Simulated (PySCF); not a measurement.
SMILES c1(cccs1)[SiH2]CC(C)=O (GFN2-xTB optimised geometry):

```
20

C      1.682     3.718     1.658
C      1.659     3.127     0.269
O      1.695     3.810    -0.727
C      1.543     1.644     0.222
Si    -0.311     1.238    -0.019
C     -0.475    -0.627     0.002
C      0.471    -1.611     0.001
C     -0.063    -2.916     0.000
C     -1.421    -2.916     0.000
S     -2.064    -1.324     0.000
H      1.569     4.798     1.611
H      0.888     3.285     2.261
H      2.635     3.483     2.130
H      2.089     1.262    -0.639
H      1.928     1.185     1.130
H     -1.083     1.794     1.103
H     -0.793     1.784    -1.287
H      1.527    -1.405     0.000
H      0.535    -3.810     0.000
H     -2.089    -3.755     0.001
```

Calculation: PySCF with CAM-B3LYP/def2-SVP.

Task: What are the frontier orbital energies and the dipole moment?

Result: HOMO-2 -8.60 eV, HOMO-1 -8.48 eV, HOMO -8.22 eV, LUMO 0.41 eV, LUMO+1 0.98 eV; dipole moment 3.23 D.

Meta-Löwdin charges at CAM-B3LYP/def2-SVP: C1 -0.33, C2 0.38, O3 -0.42, C4 -0.45, Si5 0.67, C6 -0.35, C7 -0.12, C8 -0.13, C9 -0.22, S10 0.26, H11 0.12, H12 0.11, H13 0.12, H14 0.13, H15 0.11, H16 -0.11, H17 -0.10, H18 0.11, H19 0.11, H20 0.13.
